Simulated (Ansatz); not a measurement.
Reaction (ligand exchange at the Si–C bond): `OC([SiH3])[TeH]` + `C=CS` → `C=CS[SiH3]` + `OC[TeH]`

Program: Ansatz. Geometries: PBE0-D4/def2-TZVP. ΔE: electronic, gas phase. CCSD(T)/CBS adds triple-zeta CCSD(T) − MP2 to the extrapolated MP2 energy (def2 sets, frozen cores). This one scheme is used for every species. DFT in def2-TZVPP. Elements past krypton have def2 core potentials. For Te outer-core shells are correlated without core-valence functions, which leaves a few kJ/mol of doubt a bond. One conformer a species, not always the lowest.

| level | ΔE (kcal/mol) | difference from CCSD(T)/CBS |
| --- | --- | --- |
| PBE-D4 | -15.6 | -0.3 |
| PBE0-D4 | -16.2 | -0.9 |
| ωB97M-V | -15.3 | 0.0 |
| B2PLYP | -16.1 | -0.8 |
| PBE | -16.0 | -0.7 |
| r2SCAN | -16.2 | -0.9 |
| PBE0 | -16.5 | -1.2 |
| HF/def2-QZVPP | -17.8 | -2.5 |
| SCS-MP2/def2-QZVPP | -15.9 | -0.6 |
| HF/CBS(def2) | -17.8 | -2.5 |
| CCSD(T)/CBS | -15.3 | 0 |

Largest T1 diagnostic among the species: 0.012.

In def2-TZVPP, CCSD(T) changes the Hartree–Fock value by +2.6 kcal/mol (the triples alone add +0.2 kcal/mol) and MP2 by +2.0 kcal/mol.
